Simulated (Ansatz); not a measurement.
Reaction (homolysis of the Br–Si bond): `F[Si](F)(F)Br` → Br• + `F[Si](F)F`•

Program: Ansatz. Geometries: PBE0-D4/def2-TZVP. ΔE: electronic, gas phase. CCSD(T)/CBS adds triple-zeta CCSD(T) − MP2 to the extrapolated MP2 energy (def2 sets, frozen cores). DFT in def2-TZVPP. Open shells (•) are unrestricted, without spin–orbit coupling. Spin–orbit coupling would lower the free atoms: clearly for Br. For Br outer-core shells are correlated without core-valence functions, so the limit isn't a true one: a few kJ/mol of doubt a bond, and 10 to 20 or more in all where bonds break to atoms. Scalar relativity is left out up to krypton.

| level | ΔE (kcal/mol) |
| --- | --- |
| revPBE-D4 | 98.6 |
| PBE0-D4 | 102.2 |
| ωB97M-V | 104.5 |
| MP2/CBS(def2) | 110.1 |

Problem. What does CCSD(T)/CBS give? (An estimate is asked.)

Solution. Computed: +106.9 kcal/mol. The listed levels differ from it by -8.3, -4.7, -2.4, 3.2 kcal/mol.

Largest T1 diagnostic among the species: 0.014.

From BLYP to BHLYP (50 % exact exchange), in def2-TZVPP and without D4, ΔE moves by +3.7 kcal/mol. The D4 term adds +2.9 kcal/mol with B3LYP and +1.5 kcal/mol with PBE0; it sums over pairs of atoms, weighted by their polarisabilities, and B3LYP, whose exchange is more repulsive, gets the larger term. In def2-TZVPP, CCSD(T) changes the Hartree–Fock value by +25.0 kcal/mol (the triples alone add +2.1 kcal/mol) and MP2 by +28.2 kcal/mol; breaking electron pairs costs correlation energy, which Hartree–Fock lacks.

B3LYP here is the variant with VWN-RPA as its local correlation; programs differ in this.

CCSD(T)/CBS has its own doubt, a few kJ/mol and more with outer-core shells, so smaller differences from it don't rank the levels.
